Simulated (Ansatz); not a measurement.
C4H6O4Zn (SMILES CC1[O][Zn]2([O]C(C)=[O]->2)<-[O]=1), singlet, at a GFN2-xTB geometry (such geometries of metal compounds can be far from the true shape). Base run: PBE/STO-3G in Ansatz (a quantum-chemistry and plane-wave program).

Input for Ansatz:
Ansatz 0.2 input:
```yaml
crystal:
  periodic: [false, false, false]
  atoms:
    - {symbol: Zn, position_ang: [-0.00213218, -0.00048230, -0.00043732]}
    - {symbol: C, position_ang: [0.08934617, 2.30448338, -2.97259434]}
    - {symbol: C, position_ang: [0.06009732, 1.38124227, -1.78941451]}
    - {symbol: O, position_ang: [-0.46857821, 0.24796281, -1.88649319]}
    - {symbol: O, position_ang: [0.55172751, 1.74434914, -0.69403404]}
    - {symbol: H, position_ang: [0.96313590, 2.94601111, -2.91637612]}
    - {symbol: H, position_ang: [0.08149978, 1.72611245, -3.89097181]}
    - {symbol: H, position_ang: [-0.80395332, 2.92537882, -2.93898522]}
    - {symbol: C, position_ang: [-0.08766604, -2.30410334, 2.97293894]}
    - {symbol: C, position_ang: [-0.05001408, -1.37896146, 1.79148265]}
    - {symbol: O, position_ang: [-0.99391024, -0.57877535, 1.58652740]}
    - {symbol: O, position_ang: [0.91903789, -1.41166436, 0.99569749]}
    - {symbol: H, position_ang: [0.92365326, -2.51922243, 3.30336872]}
    - {symbol: H, position_ang: [-0.67811424, -1.86106568, 3.76860234]}
    - {symbol: H, position_ang: [-0.55905197, -3.23368843, 2.65942406]}
basis:
  gaussian:
    orbitals: STO-3G
hamiltonian:
  xc: pbe
```

Variants of this job, named by their change:

| change | E (Eh) | core-seconds (rough) |
|---|---|---|
| base | -2208.72643 | 30 |
| functional = revpbe | -2209.31158 | 30 |
| functional = b3lyp | -2209.46801 | 7 |
| functional = blyp | -2209.30228 | 30 |
| functional = pbe0 | -2208.84991 | 5 |
| functional = lc_wpbe | -2208.96816 | 5 |
| functional = B97M-V | -2209.40054 | 100 |
| functional = r2scan | -2209.42932 | 70 |
| functional = blyp; dispersion = d3bj | -2209.32604 | 30 |
| functional = blyp; dispersion = d3bjatm | -2209.32607 | 30 |
| functional = blyp; dispersion = d4 | -2209.32969 | 30 |
| functional = pbe0; dispersion = d4 | -2208.86048 | 4 |
| functional = pbe; dispersion = d3bjatm | -2208.73760 | 20 |

Total energies compare only within one method and basis.
